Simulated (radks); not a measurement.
The numbers below are computed, except where a source is named.
Cd4+, 44 electrons, occupied as [Ar] 3d10 4s2 4p5 4d9 (not the ground configuration). Code: a radial shooting solver on a logarithmic mesh with Libxc functionals. Model: scalar-relativistic Kohn-Sham, PBE, spin-polarised, spherical densities, finite nucleus; open shells are filled with parallel spins first (spin-orbit coupling, left out, can overturn this in heavy ions); Fermi nuclear charge, rms radius 4.6087 fm. Some entries of the table are withheld. Estimate them.

orbital  occ.  eigenvalue (hartree)  <r^2> (bohr^2)
1s up       1             -976.9381        0.001250
1s down     1             -976.9286        0.001250
2s up       1             -146.8559         0.02043
2s down     1             -146.8411         0.02043
2p up       3             -132.0008         0.01611
2p down     3             -131.9849         0.01611
3s up       1             -29.09283          0.1468
3s down     1             -29.07908          0.1467
3p up       3             -24.21861          0.1479
3p down     3             -24.20291          0.1478
3d up       5             -16.58949          0.1332
3d down     5             -16.57056          0.1330
4s up       1              -5.95126             (1)
4s down     1              -5.87370             (2)
4p up       3                   (3)           1.005
4p down     2                   (4)           1.010
4d up       5              -2.36656           1.517
4d down     4              -2.30141           1.546

Answer. 
(1) 4s up <r^2> (bohr^2): 0.8529
(2) 4s down <r^2> (bohr^2): 0.8548
(3) 4p up eigenvalue (hartree): -4.49518
(4) 4p down eigenvalue (hartree): -4.41977
